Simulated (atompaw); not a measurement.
## N (Z = 7): variants of one PAW (atompaw) potential

Base potential:

N, PAW, made with atompaw 4.2.0.5 (PBE, scalar-relativistic). Core [He], reference 2s2 2p1.5 (charge +1.5). Waves: 2s (bound): rc 1.85 bohr; 2s channel at -0.8 Ry: rc 1.85 bohr; 2p (bound): rc 1.85 bohr; 2p channel at -1.25 Ry: rc 1.85 bohr; 3d channel at 0.25 Ry: rc 1.75 bohr; 3d channel at 1.15 Ry: rc 1.85 bohr. Local part: troulliermartins scheme with l = 3 at -0.5 Ry, radius 1.85 bohr. Core correction: smooth core density matched at 1.10 bohr. Augmentation charge: besselshape compensation charge, radius 1.80 bohr; PAW radius 1.85 bohr; waves and projectors: custom polynom2 7 10 vanderbiltortho.

All-electron outer shells of the reference configuration (PBE, scalar-relativistic, ld1.x):

| shell | level (eV) | outermost node (bohr) | outermost maximum (bohr) |
| --- | --- | --- | --- |
| 2s | -40.50 | 0.32 | 0.97 |
| 2p | -28.73 | – | 0.89 |

Cutoffs, loose and tight: the cutoffs (Ry, on a coarse ladder) from which the occupation-weighted sum of valence levels, in a spherical-Bessel basis at the reference potential, stays within 10 and 1 mRy of its value at 400 Ry. They see the waves, projectors and local potential, not the compensation charge or the core. A dash means not determined.

```tsv
change	outcome	cutoff, loose	cutoff, tight	bound ghosts
base	generated	18 Ry	21 Ry	none
local potential troulliermartins scheme with l = 3 at -0.5 Ry, radius 1.66 bohr	generated	18 Ry	21 Ry	none
augmentation sinc compensation charge, radius 1.80 bohr; PAW radius 1.85 bohr; waves and projectors: custom polynom2 7 10 vanderbiltortho	generated	18 Ry	21 Ry	none
removed wave 3d channel at 1.15 Ry: rc 1.85 bohr	generated	18 Ry	21 Ry	none
wave 3d channel at 1.15 Ry: rc 1.85 bohr becomes 3d channel at 1.15 Ry: rc 1.06 bohr	failed: atompaw: The overlap operator has at least one negative eigenvalue!	–	–	–
reference 2s2 2p3	generated	18 Ry	21 Ry	none
wave 3d channel at 0.25 Ry: rc 1.75 bohr becomes 3d channel at 1.21 Ry: rc 1.75 bohr	failed: atompaw: The overlap operator has at least one negative eigenvalue!	–	–	–
functional PBEsol; removed wave 3d channel at 1.15 Ry: rc 1.85 bohr	generated	18 Ry	21 Ry	none
core correction smooth core density matched at 1.14 bohr	generated	18 Ry	21 Ry	none
```

(1) What comes out with this change to the base: augmentation besselshape compensation charge, radius 1.80 bohr; PAW radius 1.85 bohr; waves and projectors: custom polynom gramschmidtortho?

(2) What comes out with this change to the base: all radii scaled by about 0.87 (s 1.60, p 1.60, d 1.52 bohr); local potential troulliermartins scheme with l = 3 at -0.5 Ry, radius 1.60 bohr; augmentation besselshape compensation charge, radius 1.56 bohr; PAW radius 1.60 bohr; waves and projectors: custom polynom2 7 10 vanderbiltortho; core correction smooth core density matched at 0.96 bohr?

## Answers

(1) outcome: generated; cutoff, loose: 18 Ry; cutoff, tight: 30 Ry; bound ghosts: none.

(2) outcome: generated; cutoff, loose: 21 Ry; cutoff, tight: 25 Ry; bound ghosts: none.
